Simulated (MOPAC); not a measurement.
Job for MOPAC: PM6 on BH6P (a complex), monomers drawn apart or pushed together.

```
PM6 1SCF PRECISE CHARGE=0 THREADS=1
BH6P

B     -0.03034645 1    -0.07736415 1     0.67210629 1
H      1.09672666 1    -0.42107271 1     0.41765973 1
H     -0.84163681 1    -0.96881032 1     0.65523669 1
H     -0.38372522 1     0.93204156 1     0.11588585 1
P      0.04590906 1     0.37921072 1     2.34601946 1
H     -1.13411310 1     0.83701535 1     2.95911921 1
H      0.43686322 1    -0.59799942 1     3.27882773 1
H      0.92196024 1     1.41862307 1     2.70667513 1
```

Program output:

```
*******************************************************************************
 **                                                                           **
 **                              MOPAC v23.2.5                                **
 **                                                                           **
 *******************************************************************************
 ** MOPAC's Digital Object Identifier: https://doi.org/10.5281/zenodo.6511958 **
 **                                                                           **
 ** Please cite the open-source release paper for use of this MOPAC version:  **
 ** J. E. Moussa and J. J. P. Stewart (2026)                                  **
 ** MOPAC: An open-source semiempirical molecular orbital program             **
 ** J. Open Source Softw., 11(119), 8025, https://doi.org/10.21105/joss.08025 **
 *******************************************************************************

                              PM6 CALCULATION RESULTS

 *******************************************************************************
 *  PM6        - The PM6 Hamiltonian to be used
 *
 *
 *
 *                 CHARGE ON SYSTEM = 0
 *
 *
 *
 *  PRECISE    - TIGHTER CRITERIA TO BE USED
 *  1SCF       - DO 1 SCF AND THEN STOP
 *  THREADS=1  - MULTI-THREADING NOT USED
 *  T=         - A TIME OF 172800.0 SECONDS REQUESTED
 *  DUMP=N     - RESTART FILE WRITTEN EVERY 7200.0 SECONDS REQUESTED
 *******************************************************************************
PM6 1SCF PRECISE CHARGE=0 THREADS=1
 BH6P

   ATOM   CHEMICAL          X               Y               Z
  NUMBER   SYMBOL      (ANGSTROMS)     (ANGSTROMS)     (ANGSTROMS)

     1       B         -0.03034645  *  -0.07736415  *   0.67210629  *
     2       H          1.09672666  *  -0.42107271  *   0.41765973  *
     3       H         -0.84163681  *  -0.96881032  *   0.65523669  *
     4       H         -0.38372522  *   0.93204156  *   0.11588585  *
     5       P          0.04590906  *   0.37921072  *   2.34601946  *
     6       H         -1.13411310  *   0.83701535  *   2.95911921  *
     7       H          0.43686322  *  -0.59799942  *   3.27882773  *
     8       H          0.92196024  *   1.41862307  *   2.70667513  *



          CARTESIAN COORDINATES

    NO.       ATOM           X           Y           Z

     1         B         -0.0303     -0.0774      0.6721
     2         H          1.0967     -0.4211      0.4177
     3         H         -0.8416     -0.9688      0.6552
     4         H         -0.3837      0.9320      0.1159
     5         P          0.0459      0.3792      2.3460
     6         H         -1.1341      0.8370      2.9591
     7         H          0.4369     -0.5980      3.2788
     8         H          0.9220      1.4186      2.7067

 General Reference for PM6:
 "Optimization of Parameters for Semiempirical Methods V: Modification of NDDO Approximations
 and Application to 70 Elements", J. J. P. Stewart, J. Mol. Mod., 13, 1173-1213 (2007)
 URL: https://link.springer.com/article/10.1007/s00894-007-0233-4

           Empirical Formula: H6 B P  =     8 atoms



      MOLECULAR POINT GROUP   :   C3v


      RHF CALCULATION, NO. OF DOUBLY OCCUPIED LEVELS = 7


 -------------------------------------------------------------------------------
 PM6 1SCF PRECISE CHARGE=0 THREADS=1
 BH6P



     1SCF WAS SPECIFIED, SO BFGS WAS NOT USED
     SCF FIELD WAS ACHIEVED


                              PM6 CALCULATION
                                                       MOPAC v23.2.5 Linux




          FINAL HEAT OF FORMATION =         44.84635 KCAL/MOL =     187.63713 KJ/MOL


          COSMO AREA              =         86.30 SQUARE ANGSTROMS
          COSMO VOLUME            =         67.94 CUBIC ANGSTROMS

          IONIZATION POTENTIAL    =         11.223638 EV
          HOMO LUMO ENERGIES (EV) =        -11.224  2.259
          NO. OF FILLED LEVELS    =          7
          MOLECULAR WEIGHT        =         47.8312         POINT GROUP:  C3v

          MOLECULAR DIMENSIONS (Angstroms)

            Atom       Atom       Distance
            H     7    H     4     3.60813
            H     3    H     8     3.40727
            H     6    H     2     3.30121


          SCF CALCULATIONS        =          1





   ATOM   CHEMICAL          X               Y               Z
  NUMBER   SYMBOL      (ANGSTROMS)     (ANGSTROMS)     (ANGSTROMS)

     1       B         -0.03034645  *  -0.07736415  *   0.67210629  *
     2       H          1.09672666  *  -0.42107271  *   0.41765973  *
     3       H         -0.84163681  *  -0.96881032  *   0.65523669  *
     4       H         -0.38372522  *   0.93204156  *   0.11588585  *
     5       P          0.04590906  *   0.37921072  *   2.34601946  *
     6       H         -1.13411310  *   0.83701535  *   2.95911921  *
     7       H          0.43686322  *  -0.59799942  *   3.27882773  *
     8       H          0.92196024  *   1.41862307  *   2.70667513  *

                             CARTESIAN COORDINATES

   1    B       -0.030346450    -0.077364150     0.672106290
   2    H        1.096726660    -0.421072710     0.417659730
   3    H       -0.841636810    -0.968810320     0.655236690
   4    H       -0.383725220     0.932041560     0.115885850
   5    P        0.045909060     0.379210720     2.346019460
   6    H       -1.134113100     0.837015350     2.959119210
   7    H        0.436863220    -0.597999420     3.278827730
   8    H        0.921960240     1.418623070     2.706675130


           Empirical Formula: H6 B P  =     8 atoms



      MOLECULAR POINT GROUP   :   C3v


                  EIGENVALUES
 -24.53119 -19.87003 -16.35105 -16.35101 -11.78037 -11.22369 -11.22364   2.25923
   3.15313   3.15314   3.57637   5.01121   6.07219   6.07238 117.53949 117.53954
 118.63101 118.63108 118.65803


              NET ATOMIC CHARGES AND DIPOLE CONTRIBUTIONS

  ATOM NO.   TYPE          CHARGE      No. of ELECS.   s-Pop       p-Pop       d-Pop
    1          B          -1.165045        4.1650     1.10868     3.05637
    2          H           0.159228        0.8408     0.84077
    3          H           0.159239        0.8408     0.84076
    4          H           0.159241        0.8408     0.84076
    5          P           0.650798        4.3492     1.26513     3.05057     0.03349
    6          H           0.012179        0.9878     0.98782
    7          H           0.012181        0.9878     0.98782
    8          H           0.012180        0.9878     0.98782
 DIPOLE           X         Y         Z       TOTAL
 POINT-CHG.     0.228     1.365     5.005     5.193
 HYBRID         0.030     0.181     0.664     0.689
 SUM            0.258     1.546     5.669     5.882


          ATOMIC ORBITAL ELECTRON POPULATIONS

     Atom    s        px        py        pz      x^2-y^2     xz        z^2       yz        xy
    1  B   1.10868   1.09841   1.08227   0.87569
    2  H   0.84077
    3  H   0.84076
    4  H   0.84076
    5  P   1.26513   0.99367   0.99837   1.05854   0.00190   0.00894   0.00681   0.01034   0.00551
    6  H   0.98782
    7  H   0.98782
    8  H   0.98782

 **********************
 *                    *
 * JOB ENDED NORMALLY *
 *                    *
 **********************




 == MOPAC DONE ==
```

The run finished.

Cost: about 0.020 core-seconds (a rough figure).
